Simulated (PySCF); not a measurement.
These are PySCF with r2SCAN-D4/def2-TZVP // r2SCAN-D4/def2-SVP values and carry that method's errors. Isolated molecules, 0 K electronic values unless said otherwise. One relaxed conformer stands for a flexible species; it need not be the lowest. Excitations are Tamm–Dancoff values on a coarser integration grid. The basis has no diffuse functions, so Rydberg states are missing or too high.

Reference species (SMILES): `c1csc2c(C#N)cc(B)cc12` (neutral, multiplicity 1).

```
Property                 Result
----------------------  -------
S1 oscillator strength    0.036
S1–T1 gap (TDA)         0.78 eV
HOMO–LUMO gap           3.23 eV
T1 excitation (TDA)     2.81 eV
```

After one change: the S1 oscillator strength hardly moves; the S1–T1 gap (TDA) increases by 0.02 eV; the HOMO–LUMO gap falls by 0.41 eV; the T1 excitation (TDA) falls by 0.40 eV.

Problem. What was changed between the two runs? The new species is one of these.
A. `Bc1c(C#N)ccc2ccsc12`
B. `Bc1cc2ccsc2cc1C#N`
C. `Bc1cc2c(C#N)cccc2s1`
D. `Bc1cc2sccc2cc1C#N`

Solution. A, `Bc1c(C#N)ccc2ccsc12`
